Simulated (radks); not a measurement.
Numerical settings for the zirconium ion Zr2+, [Kr] 4d2. Calculated with a radial shooting solver on a logarithmic mesh with Libxc functionals: scalar-relativistic Kohn-Sham, PBEsol, spin-unpolarised, spherical densities, finite nucleus; Fermi nuclear charge, rms radius 4.2694 fm. The defaults (mesh step 0.008 in ln r, mesh end at 40 bohr or more with all orbitals vanishing there, Anderson mixing 0.5 over 9 steps, residual threshold near 1e-9 with the energy settled to 1e-9 hartree or 1e-11 of itself, here a cap of 68 iterations) give E = -3595.7033 hartree and 4d at -17.266 eV in 14 iterations. Run on one thread of a shared host, so times are rough (Arm Neoverse V2): 0.09 s of CPU time, 0.09 s wall, 14 iterations on 2198 mesh points. Changes against that run (0 stands for a change within the tolerance of the run):

setting                    iterations         converged  E (mhartree)  e(4d) (meV)  CPU (s)
mesh step in ln r 0.012            14               yes             0            0     0.06
mesh step in ln r 0.003            15               yes             0            0     0.22
mesh step in ln r 0.12              2                no      diverged            -        0
mesh end (bohr) 1                  13  level above zero     +1.45e+05    +5.06e+05     0.06
mesh end (bohr) 20                 14               yes             0            0     0.08
residual threshold 1e-13           26               yes             0            0     0.11
residual threshold 1e-05           10               yes             0      +0.0101     0.07
mixing 2.5                         17               yes             0            0      0.1
linear mixing, mixing 0.8          34               yes             0            0     0.18
linear mixing, mixing 1            68                no       +0.0288        +10.8     0.43
mixing history 2                   19               yes             0            0      0.1
iteration cap 8                     8                no     +0.000233       +0.705     0.05

Settled on a wrong energy, with an occupied level pushed above zero by the early mesh end: mesh end (bohr) 1 (+145 hartree). Apart from these: no run marked as converged misses the energy by more than 1 mhartree. A mesh that ends early acts as a hard wall.
